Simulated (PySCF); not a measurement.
# Frontier levels across methods

Compound: C3H6OSi.
Structure used (PBE0-D3(BJ)/def2-SVP), in Å, numbered top down from 1:
```xyz
11
C3H6OSi angstrom
C     -1.5928    0.6945   -0.1706
C     -1.2176   -0.5888   -0.1711
C      0.1873   -1.0304   -0.0085
O      0.4658   -2.2122    0.0094
Si     1.6323    0.2611    0.1951
H     -0.8653    1.5055   -0.0547
H     -2.6389    0.9902   -0.2843
H     -1.9442   -1.4011   -0.2876
H      1.4584    1.0349    1.4634
H      2.9008   -0.5152    0.2366
H      1.6569    1.2312   -0.9432
```

Basis pcSseg-2 throughout (PySCF), one geometry. The structure is a single PBE0-D3(BJ)/def2-SVP conformer in the gas phase; no vibrational or solvent corrections.

Question: How do the orbital energies, the gap and the dipole change with the method?

Answer: 
| method | kind | HOMO (eV) | LUMO (eV) | gap (eV) | μ (D) | SCF cycles |
| --- | --- | --- | --- | --- | --- | --- |
| BLYP | GGA | -5.53 | -3.03 | 2.49 | 2.91 | 17 |
| OPBE | GGA | -5.57 | -3.11 | 2.46 | 2.82 | 16 |
| B97-D | GGA | -5.63 | -3.08 | 2.55 | 2.91 | 17 |
| PBE | GGA | -5.63 | -3.19 | 2.44 | 2.87 | 17 |
| BP86 | GGA | -5.73 | -3.27 | 2.46 | 2.89 | 17 |
| KT3 | GGA | -5.78 | -3.11 | 2.67 | 2.86 | 17 |
| LDA | LDA | -5.78 | -3.44 | 2.35 | 2.95 | 16 |
| KT2 | GGA | -5.79 | -3.12 | 2.67 | 2.88 | 17 |
| B97-2 | global hybrid | -6.82 | -2.22 | 4.59 | 3.00 | 15 |
| B3LYP | global hybrid | -6.87 | -2.38 | 4.48 | 3.03 | 14 |
| PBE0 | global hybrid | -7.09 | -2.17 | 4.92 | 3.01 | 15 |
| mPW1PW91 | global hybrid | -7.12 | -2.18 | 4.95 | 3.01 | 14 |
| CAM-B3LYP | range-separated hybrid | -8.51 | -0.99 | 7.52 | 3.08 | 14 |
| BHandHLYP | global hybrid | -8.52 | -1.00 | 7.52 | 3.19 | 14 |
| wB97X-D | range-separated hybrid | -8.96 | -0.35 | 8.61 | 3.04 | 14 |
| LC-wPBE | range-separated hybrid | -9.78 | 0.15 | 9.94 | 3.04 | 15 |
| HF | Hartree–Fock | -10.75 | 1.78 | 12.52 | 3.41 | 11 |

The HOMO spans 5.22 eV, from BLYP down to HF, and the gap runs from 2.35 eV (LDA) to 12.52 eV (HF). Over the methods BLYP (0 %), OPBE (0 %), B97-D (0 %), PBE (0 %), BP86 (0 %), KT3 (0 %), LDA (0 %), KT2 (0 %), B97-2 (21 %), B3LYP (20 %), PBE0 (25 %), mPW1PW91 (25 %), BHandHLYP (50 %), HF (100 %), a straight line through the gap against the share of exact exchange rises by 1.00 eV for each 10 % (correlation coefficient 1.000). The dipole ranges from 2.82 D (OPBE) to 3.41 D (HF). This basis has no diffuse functions.
